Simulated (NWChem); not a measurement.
Program: NWChem. System: HGe, charge 0, spin multiplicity 4, at the geometry of a parent with another charge or spin, in a state set for the comparison that need not be this species' ground state. Its SCF solution wasn't tested for a lower state. Level: ROCCSD(T)/def2-TZVP, 9 core orbitals frozen.

Input file:

```
start mol
memory heap 100 mb stack 700 mb global 1900 mb
geometry units angstroms nocenter noautoz
  Ge     0.000000     0.000000     0.048614
  H      0.000000     0.000000    -1.555645
  symmetry group C2v
end
basis spherical
  * library def2-tzvp
end
scf
  rohf
  nopen 3
  maxiter 100
  thresh 1e-7
  semidirect memsize 60000000 filesize 0
  # guess.movecs holds the orbitals of an unrestricted PBE0 run
  vectors input guess.movecs output mol.movecs
end
tce
  freeze core 9
  ccsd(t)
  2eorb
  2emet 13
  thresh 1e-6
  maxiter 100
  tilesize 24
end
task tce energy
```

Part of the output:

```
             Northwest Computational Chemistry Package (NWChem) 7.3.0
             --------------------------------------------------------

                                NWChem Input Module
                                -------------------

 Scaling coordinates for geometry "geometry" by  1.889725989
 (inverse scale =  0.529177249)

 Turning off AUTOSYM since
 SYMMETRY directive was detected!

                             Geometry "geometry" -> ""
                             -------------------------

 Output coordinates in angstroms (scale by  1.889725989 to convert to a.u.)

  No.       Tag          Charge          X              Y              Z
 ---- ---------------- ---------- -------------- -------------- --------------
    1 Ge                  32.0000     0.00000000     0.00000000     0.04861400
    2 H                    1.0000     0.00000000     0.00000000    -1.55564500

 Effective nuclear repulsion energy (a.u.)      10.5554476977

            Nuclear Dipole moment (a.u.)
            ----------------------------
        X                 Y               Z
 ---------------- ---------------- ----------------
     0.0000000000     0.0000000000     0.0000056692

      Symmetry information
      --------------------

 Group name             C2v
 Group number             16
 Group order               4
 No. of unique centers     2

      Symmetry unique atoms

     1    2


 Summary of "ao basis" -> "" (spherical)
 ------------------------------------------------------------------------------
       Tag                 Description            Shells   Functions and Types
 ---------------- ------------------------------  ------  ---------------------
 *                         def2-tzvp                  on all atoms

 Summary of "ao basis" -> "ao basis" (spherical)
 ------------------------------------------------------------------------------
       Tag                 Description            Shells   Functions and Types
 ---------------- ------------------------------  ------  ---------------------
 Ge                        def2-tzvp                16       48   6s5p4d1f
 H                         def2-tzvp                 4        6   3s1p

                                 NWChem SCF Module
                                 -----------------

  ao basis        = "ao basis"
  functions       =    54
  atoms           =     2
  closed shells   =    15
  open shells     =     3
  charge          =   0.00
  wavefunction    = ROHF
  use symmetry    = T
  symmetry adapt  = T

 Summary of "ao basis" -> "ao basis" (spherical)
 ------------------------------------------------------------------------------
       Tag                 Description            Shells   Functions and Types
 ---------------- ------------------------------  ------  ---------------------
 Ge                        def2-tzvp                16       48   6s5p4d1f
 H                         def2-tzvp                 4        6   3s1p

      Symmetry analysis of basis
      --------------------------

        a1         25
        a2          5
        b1         12
        b2         12

 Forming initial guess at       0.1s

      Symmetry analysis of molecular orbitals - initial
      -------------------------------------------------

  Numbering of irreducible representations:

     1 a1          2 a2          3 b1          4 b2

  Orbital symmetries:

     1 a1          2 a1          3 a1          4 b2          5 b1
     6 a1          7 a1          8 b2          9 b1         10 a1
[...]
    38      1.104840  1 Ge d -1              33     -0.254788  1 Ge d -1

 center of mass
 --------------
 x =   0.00000000 y =   0.00000000 z =   0.05109117

 moments of inertia (a.u.)
 ------------------
           9.137991500960           0.000000000000           0.000000000000
           0.000000000000           9.137991500960           0.000000000000
           0.000000000000           0.000000000000           0.000000000000

  Mulliken analysis of the total density
  --------------------------------------

    Atom       Charge   Shell Charges
 -----------   ------   -------------------------------------------------------
    1 Ge  32    32.10   2.00  2.00  1.16  0.80  0.80  0.71  5.98  4.43  1.57  1.26  1.35  8.92  1.08 -0.00  0.04  0.00
    2 H    1     0.90   0.19  0.51  0.18  0.01

 Mulliken analysis of the open-shell density
 -------------------------------------------

    Atom       Charge   Shell Charges
 -----------   ------   -------------------------------------------------------
    1 Ge  32     2.83   0.00  0.00  0.01 -0.02  0.21  0.23  0.00  0.04 -0.03  1.09  1.27  0.00 -0.00  0.01  0.01  0.00
    2 H    1     0.17   0.04  0.10  0.03  0.00

       Multipole analysis of the density wrt the origin
       ------------------------------------------------

     L   x y z        total         open         nuclear
     -   - - -        -----         ----         -------
     0   0 0 0     -0.000000     -3.000000     33.000000

     1   1 0 0     -0.000000     -0.000000      0.000000
     1   0 1 0     -0.000000     -0.000000      0.000000
     1   0 0 1      0.040369     -0.723641      0.000006

     2   2 0 0    -15.205503     -8.961013      0.000000
     2   1 1 0     -0.000000      0.000000      0.000000
     2   1 0 1      0.000000      0.000000      0.000000
     2   0 2 0    -15.205503     -8.961013      0.000000
     2   0 1 1      0.000000      0.000000      0.000000
     2   0 0 2    -12.744321     -8.294369      8.912154

                   NWChem Extensible Many-Electron Theory Module
                   ---------------------------------------------


            General Information
            -------------------
      Number of processors :     1
         Wavefunction type : Restricted open-shell Hartree-Fock
          No. of electrons :    33
           Alpha electrons :    18
            Beta electrons :    15
           No. of orbitals :   108
            Alpha orbitals :    54
             Beta orbitals :    54
        Alpha frozen cores :     9
         Beta frozen cores :     9
     Alpha frozen virtuals :     0
      Beta frozen virtuals :     0
         Spin multiplicity : quartet
    Number of AO functions :    54
       Number of AO shells :    20
        Use of symmetry is : on
      Symmetry adaption is : on
         Schwarz screening : 0.10D-09

          Correlation Information
          -----------------------
          Calculation type : Coupled-cluster singles & doubles w/ perturbation
   Perturbative correction : (T)
            Max iterations :      100
        Residual threshold : 0.10D-05
     T(0) DIIS level shift : 0.00D+00
     L(0) DIIS level shift : 0.00D+00
     T(1) DIIS level shift : 0.00D+00
     L(1) DIIS level shift : 0.00D+00
     T(R) DIIS level shift : 0.00D+00
     T(I) DIIS level shift : 0.00D+00
   CC-T/L Amplitude update :  5-th order DIIS
                I/O scheme : Global Array Library
        L-threshold :  0.10D-05
        EOM-threshold :  0.10D-05
 no EOMCCSD initial starts read in
 TCE RESTART OPTIONS
 SLICE:      F
 D4D5:       F
 quantumc:   F
 qrotation:  F
 pwtce:      F
 qducc:      F
 nacto:                         0
 nrotv:                         0
 nrot:                          0

            Memory Information
            ------------------
          Available GA space size is     249030968 doubles
          Available MA space size is     104850772 doubles

 Maximum block size supplied by input
 Maximum block size        24 doubles

 tile_dim =     16

 -------------------------------------------------

 Global array virtual files algorithm will be used

 Parallel file system coherency ......... OK

 4-electron integrals stored in orbital form

 v2    file size   =           279274
 4-index algorithm nr.  13 is used
 imaxsize =       30
 imaxsize ichop =        0


CCSD iterations
 ---------------------------------------------------------
 Iter          Residuum       Correlation     Cpu    Wall
 ---------------------------------------------------------
    1   0.1239939110474  -0.1999379823759     1.5     1.5
    2   0.0248931451668  -0.1967293673917     1.3     1.3
    3   0.0091921126239  -0.2006759035921     1.4     1.4
    4   0.0042785575028  -0.2009657886864     1.4     1.4
    5   0.0023344592157  -0.2014060279318     1.3     1.3
    6   0.0011538137220  -0.2016553478220     1.5     1.5
    7   0.0005408805232  -0.2017018793208     1.6     1.6
    8   0.0003370001451  -0.2017033979653     1.9     1.9
    9   0.0001978236379  -0.2017111220472     2.1     2.1
   10   0.0001302652523  -0.2017155554875     2.1     2.1
   11   0.0000204806775  -0.2017246604394     2.1     2.1
   12   0.0000066917455  -0.2017258808967     1.8     1.8
   13   0.0000033565737  -0.2017261955595     1.9     1.9
   14   0.0000013112487  -0.2017264501413     2.1     2.1
   15   0.0000008346445  -0.2017265080809     2.3     2.3
 -----------------------------------------------------------------
 Iterations converged
 CCSD correlation energy / hartree =        -0.201726508080919
 CCSD total energy / hartree       =     -2076.047188608596116

 Singles contributions
    16a1  (beta ) ---    15a1  (beta )        0.1137911406

 Doubles contributions
 CCSD(T)
 Using plain CCSD(T) code
             total no. of tasks         4760
 total no. of tasks / no. procs         4760
                         wl_min            1           1.0
                         wl_max       110592           6.9
        thresh for no. of tasks         4760

 CCSD[T]  correction energy / hartree =        -0.008215930875591
 CCSD[T] correlation energy / hartree =        -0.209942438956509
 CCSD[T] total energy / hartree       =     -2076.055404539471510
 CCSD(T)  correction energy / hartree =        -0.007303047178907
 CCSD(T) correlation energy / hartree =        -0.209029555259826
 CCSD(T) total energy / hartree       =     -2076.054491655775109

 Task  times  cpu:       35.1s     wall:       35.1s

 Total times  cpu:       35.2s     wall:       35.2s
```
